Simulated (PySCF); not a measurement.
**Electric field gradients and quadrupole coupling constants**

Compound: C7H10OP (charge -1).
Numbering: `[CH3:1][O:2][c:3]1[cH:4][c:5]([CH3:6])[p-:7][c:8]1[CH3:9]` (hydrogens: H10, H11, H12 on C1; H13 on C4; H14, H15, H16 on C6; H17, H18, H19 on C9)

Structure used (GFN2-xTB), in Å, numbered top down from 1:
```xyz
19
C7H10OP angstrom
C     -1.7530    2.0857   -0.2224
O     -1.8271    0.7040   -0.1049
C     -0.5876    0.0352   -0.0166
C      0.6803    0.6272   -0.0107
C      1.6985   -0.3050    0.0864
C      3.1539    0.0596    0.1165
P      1.0889   -1.9454    0.1714
C     -0.5617   -1.3432    0.0732
C     -1.7896   -2.2030    0.0878
H     -2.7817    2.4516   -0.2935
H     -1.2707    2.5512    0.6502
H     -1.2034    2.3957   -1.1235
H      0.8726    1.6912   -0.0719
H      3.4480    0.5929   -0.7937
H      3.3805    0.7111    0.9669
H      3.7655   -0.8374    0.2016
H     -2.3894   -2.0402   -0.8123
H     -1.5126   -3.2555    0.1387
H     -2.4212   -1.9665    0.9492
```

Field gradients from the PBE0/pcSseg-1 density (PySCF, non-relativistic), principal values in atomic units, ordered |Vxx| ≤ |Vyy| ≤ |Vzz|:

| atom | Vxx | Vyy | Vzz |
| --- | --- | --- | --- |
| O2 | -0.1142 | -1.8524 | 1.9666 |

Q: Find the asymmetry η = (Vxx − Vyy)/Vzz and the couplings χ = eQV/h (234.96 MHz × Q in barn × V in au), with Q(17O) = −0.0256 b.

A: 
| atom | environment | nucleus | η | χzz (MHz) | χxx (MHz) | χyy (MHz) |
| --- | --- | --- | --- | --- | --- | --- |
| O2 | aryl ether oxygen | 17O | 0.88 | -11.83 | 0.69 | 11.14 |

Q: What is Vzz at O2 in SI units (1 au = 9.71736 × 10²¹ V/m²)?

A: 1.9666 au = 19.111 × 10²¹ V/m².

Q: And the gradient at the other heavy atoms, for which no coupling is worked out here?

A: 
```
atom                     environment  Vzz (au)     η
  C1                  methoxy carbon     0.309  0.03
  C3  aromatic carbon bearing oxygen     0.384  0.74
  C4              aromatic CH carbon    -0.080  0.21
  C5     substituted aromatic carbon    -0.123  0.55
  C6            benzylic-type carbon    -0.022  0.63
  P7        phosphorus bonded to 2 C     0.838  0.63
  C8     substituted aromatic carbon    -0.069  0.22
```

Q: What couplings would deuterons (Q(2H) = 0.00286 b) have in place of the hydrogens, at this geometry?

A: 
```
atom  bonded to  bond length (Å)  Vzz (au)     η  χzz (kHz)
 H10         C1            1.094    0.3033  0.06        204
 H11         C1            1.100    0.2866  0.06        193
 H12         C1            1.100    0.2868  0.06        193
 H13         C4            1.083    0.3395  0.11        228
 H14         C6            1.095    0.3092  0.01        208
 H15         C6            1.095    0.3096  0.01        208
 H16         C6            1.089    0.3174  0.01        213
 H17         C9            1.094    0.3112  0.00        209
 H18         C9            1.090    0.3167  0.01        213
 H19         C9            1.094    0.3111  0.00        209
```

One conformer (not necessarily the lowest) at the GFN2-xTB geometry, without solvent, vibrations or thermal averaging. The pcSseg-1 basis has no diffuse functions, a weakness for an anion. GFN2-xTB bond lengths can be off by several hundredths of an ångström, more for odd bonds, and the gradients follow them. With so small a basis the couplings can be 20 % off.
